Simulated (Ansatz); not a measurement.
Reaction (silylene formation by 1,1-elimination): `OCO[SiH2]S` → `OCO` + `[SiH]S`

Isolated molecules relaxed with PBE0-D4/def2-TZVP in Ansatz; ΔE leaves out vibrations. CCSD(T)/CBS adds triple-zeta CCSD(T) − MP2 to the extrapolated MP2 energy (def2 sets, frozen cores). This one scheme is used for every species. DFT in def2-TZVPP. B3LYP here is the variant with VWN-RPA as its local correlation; programs differ in this. One conformer a species, not always the lowest.

(1) Is it downhill or uphill in electronic energy at CCSD(T)/CBS, and by how much? (An estimate is asked.)

(2) What do these levels give: B3LYP-D4, ωB97X-V, CCSD(T)/def2-TZVPP, HF/CBS(def2), MP2/CBS(def2), CCSD/CBS(def2)? (An estimate is asked.)

Largest T1 diagnostic among the species: 0.016.

Results:

(1) Ansatz gave: Uphill: ΔE = +2.70 eV.

(2) The calculation gave: B3LYP-D4 2.62, ωB97X-V 2.83, CCSD(T)/def2-TZVPP 2.65, HF/CBS(def2) 2.70, MP2/CBS(def2) 2.90, CCSD/CBS(def2) 2.70 eV.

The D4 term adds +0.18 eV with B3LYP and +0.10 eV with PBE0; it sums over pairs of atoms, weighted by their polarisabilities, and B3LYP, whose exchange is more repulsive, gets the larger term. From PBE to PBE0 (25 % exact exchange), in def2-TZVPP and without D4, ΔE moves by +0.19 eV.
